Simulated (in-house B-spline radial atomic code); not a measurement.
Results of a calculation; reference values are marked as such.
**Building a PAW p channel for Cl, r_c = 1.58 bohr**

Cl, [Ne] 3s2 3p5, non-relativistic LDA (VWN5), spherical and spin-unpolarised, from an all-electron radial atomic-structure program (B-spline basis) (atomic units; all potentials screened as in the neutral atom).

Two all-electron partial waves φ1, φ2 are integrated outwards at E1 = ε(3p) = -0.32038 and E2 = E1 + 1 hartree; φ1 is the bound orbital and φ2 has unit norm inside r_c = 1.5844 bohr. Smooth partners are polynomials, r^2(a0 + a1 r² + a2 r⁴ + a3 r⁶), matched to φ and three derivatives at r_c, with no condition on the norm. The local potential is -7.79694 + (6.85069) r² + (-2.6242) r⁴ + (0.380043) r⁶ inside 1.2972 bohr and the all-electron one outside.

| wave | φ(r_c) | φ'(r_c) | a0 | a1 | a2 | a3 |
| --- | --- | --- | --- | --- | --- | --- |
| 1 | 0.7607843 | -0.1436859 | 1.08306 | -0.547044 | 0.1197969 | -0.01021947 |
| 2 | 0.6557994 | -1.81166 | 2.282264 | -1.459 | 0.3324641 | -0.02866939 |

Inside r_c the overlaps are <φi φj> = [[0.43177, 0.64203], [0.64203, 1.00000]] and, for the smooth waves, [[0.43754, 0.65177], [0.65177, 1.01620]]. With χj = (Ej − T − V_local) applied to smooth wave j, the program's quadrature gives the matrix B_ij = <smooth i, χj> as [[0.25703, 0.49113], [0.48139, 0.93633]].

Task: Check the match of the first wave, and find the augmentation charges q_ij.

Result: At r_c the four terms are 2.71883, -3.44732, 1.89511, -0.40583, which sum to 0.7608, φ1(r_c) to rounding. q_ij is the all-electron overlap less the smooth one: [[-0.00577, -0.00974], [-0.00974, -0.01620]]. The smooth first wave has a norm of 0.4375 inside r_c against 0.4318, so q11 is negative and must stay small enough for the overlap operator to be positive.

Task: B isn't symmetric. Show that D_ij = B_ij + Ej q_ij is.

Result: Integrating by parts gives B12 − B21 = (E1 − E2) q12: 0.49113 − (0.48139) = 0.00974, and −1 × (-0.00974) = 0.00974. So D12 = 0.49113 + (0.679620)(-0.00974) = 0.48451 and D21 = 0.48139 + (-0.32038)(-0.00974) = 0.48451; D11 = 0.25888, D22 = 0.92532. The projectors, p = (B⁻¹)ᵀ χ, are dual to the smooth waves; det B = 0.0042, small beside B11 B22, as the two smooth waves look alike inside r_c.

Solving (T + V_local + Σ p D p) ψ = E (1 + Σ p q p) ψ in a sphere of 9 bohr gives these levels:

```json
{"all-electron": "-0.320371", "one projector": "-0.320371", "two projectors": "-0.320371"}
{"all-electron": "0.087169", "one projector": "0.087047", "two projectors": "0.087169"}
{"all-electron": "0.371571", "one projector": "0.370872", "two projectors": "0.371570"}
{"all-electron": "0.813197", "one projector": "0.810490", "two projectors": "0.813197"}
{"all-electron": "1.397330", "one projector": "1.389190", "two projectors": "1.397300"}
```

Task: What does the second projector gain?

Result: With one projector the errors are 0.00, -0.12, -0.70, -2.71, -8.14 millihartree. With two the errors are 0.00, 0.00, 0.00, 0.00, -0.03 millihartree. The scattering is exact at E1 and at E2 = 0.680, and over all levels compared the largest error is 0.03 millihartree. The lowest eigenvalue of the overlap operator is 0.9576 with one and 0.9815 with two projectors. The smooth orbital alone needs a cutoff of 7.84 hartree for 1 millihartree of kinetic energy, against 10.8 for a norm-conserving Troullier-Martins orbital of the same radius; part of the gain comes from giving up the norm, part from the simpler form.
